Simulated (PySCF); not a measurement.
trans-butane (C4H10), singlet, at a GFN2-xTB geometry; R2SCAN/STO-3G run with PySCF.

PySCF was given this input:
```python
from pyscf import gto, scf, dft

mol = gto.Mole()
mol.atom = '''
    C     0.69972710    1.81214548   -0.01176203
    C     0.70675440    0.28853896    0.00289920
    C    -0.70675440   -0.28853896   -0.00289920
    C    -0.69972710   -1.81214548    0.01176203
    H     1.71545059    2.20096356   -0.00734751
    H    -1.71545059   -2.20096356    0.00734751
    H     0.18011936    2.19963272    0.86211672
    H     0.19425279    2.18273075   -0.90112412
    H    -0.19425279   -2.18273075    0.90112412
    H    -0.18011936   -2.19963272   -0.86211672
    H     1.24912394   -0.08031491   -0.87090544
    H     1.23499164   -0.06341428    0.89219486
    H    -1.23499164    0.06341428   -0.89219486
    H    -1.24912394    0.08031491    0.87090544
'''
mol.basis = 'sto-3g'
mol.verbose = 4
mol.build()

mf = dft.RKS(mol)
mf.xc = 'r2scan'
mf.grids.atom_grid = (30, 110)
mf.kernel()
mf.analyze()
```

Predict the main parts of the log of this PySCF run.


```
PySCF version 2.14.0

[INPUT] verbose = 4
[INPUT] num. atoms = 14
[INPUT] num. electrons = 34
[INPUT] charge = 0
[INPUT] spin (= nelec alpha-beta = 2S) = 0
[INPUT] symmetry False subgroup None
[INPUT] Mole.unit = angstrom
[INPUT] Symbol           X                Y                Z      unit          X                Y                Z       unit  Magmom
[...]
nuclear repulsion = 131.251156895084
number of shells = 22
number of NR pGTOs = 90
number of NR cGTOs = 30
basis = sto-3g
ecp = {}

******** <class 'pyscf.dft.rks.RKS'> ********
method = RKS
initial guess = minao
damping factor = 0
level_shift factor = 0
DIIS = <class 'pyscf.scf.diis.CDIIS'>
diis_start_cycle = 1
diis_space = 8
diis_damp = 0
SCF conv_tol = 1e-09
SCF conv_tol_grad = None
SCF max_cycles = 50
direct_scf = True
direct_scf_tol = 1e-13
XC library pyscf.dft.libxc version 7.1.2
    S. Lehtola, C. Steigemann, M. J. T. Oliveira, and M. A. L. Marques,  SoftwareX 7, 1–5 (2018)
XC functionals = r2scan
    J. W. Furness, A. D. Kaplan, J. Ning, J. P. Perdew, and J. Sun,  J. Phys. Chem. Lett. 11, 8208–8215 (2020)
    J. W. Furness, A. D. Kaplan, J. Ning, J. P. Perdew, and J. Sun,  J. Phys. Chem. Lett. 11, 9248–9248 (2020)
    J. W. Furness, A. D. Kaplan, J. Ning, J. P. Perdew, and J. Sun,  J. Phys. Chem. Lett. 11, 8208–8215 (2020)
    J. W. Furness, A. D. Kaplan, J. Ning, J. P. Perdew, and J. Sun,  J. Phys. Chem. Lett. 11, 9248–9248 (2020)
radial grids:
    Treutler-Ahlrichs [JCP 102, 346 (1995); DOI:10.1063/1.469408] (M4) radial grids

becke partition: Becke, JCP 88, 2547 (1988); DOI:10.1063/1.454033
pruning grids: <function nwchem_prune>
grids dens level: 3
symmetrized grids: False
atomic radii adjust function: <function treutler_atomic_radii_adjust>
User specified grid scheme (30, 110)
small_rho_cutoff = 0
Set gradient conv threshold to 3.16228e-05
Initial guess from minao.
tot grids = 34512
init E= -156.417134337879
[...]
cycle= 1 E= -156.474083191084  delta_E= -0.0569  |g|= 0.19  |ddm|=  4.2
[...]
cycle= 2 E= -156.476319647978  delta_E= -0.00224  |g|= 0.17  |ddm|= 0.481
[...]
cycle= 3 E= -156.485468360505  delta_E= -0.00915  |g|= 0.000867  |ddm|= 0.229
[...]
cycle= 4 E= -156.485468621195  delta_E= -2.61e-07  |g|= 0.000109  |ddm|= 0.00147
[...]
cycle= 5 E= -156.485468625507  delta_E= -4.31e-09  |g|= 3.7e-05  |ddm|= 0.00022
[...]
cycle= 6 E= -156.485468625915  delta_E= -4.08e-10  |g|= 6e-06  |ddm|= 5.38e-05
[...]
Extra cycle  E= -156.485468625917  delta_E= -1.71e-12  |g|= 5.56e-06  |ddm|= 1.56e-05
converged SCF energy = -156.485468625917
**** SCF Summaries ****
Total Energy =                        -156.485468625916951
Nuclear Repulsion Energy =             131.251156895083682
One-electron Energy =                 -469.462570280990008
Two-electron Energy =                  181.725944759989346
Two-electron Coulomb Energy =          207.138931042833264
DFT Exchange-Correlation Energy =      -25.412986282843924
HOMO-LUMO gap [eV] =                    16.244840021605746
**** MO energy ****
[...]
 ** Mulliken pop on meta-lowdin orthogonal AOs  **
 ** Mulliken pop  **
[...]
 ** Mulliken atomic charges  **
charge of    0C =     -0.14381
charge of    1C =     -0.07102
charge of    2C =     -0.07102
charge of    3C =     -0.14381
charge of    4H =      0.04623
charge of    5H =      0.04623
charge of    6H =      0.04504
charge of    7H =      0.04504
charge of    8H =      0.04504
charge of    9H =      0.04504
charge of   10H =      0.03926
charge of   11H =      0.03926
charge of   12H =      0.03926
charge of   13H =      0.03926
Dipole moment(X, Y, Z, Debye):  0.00000,  0.00000, -0.00000
```
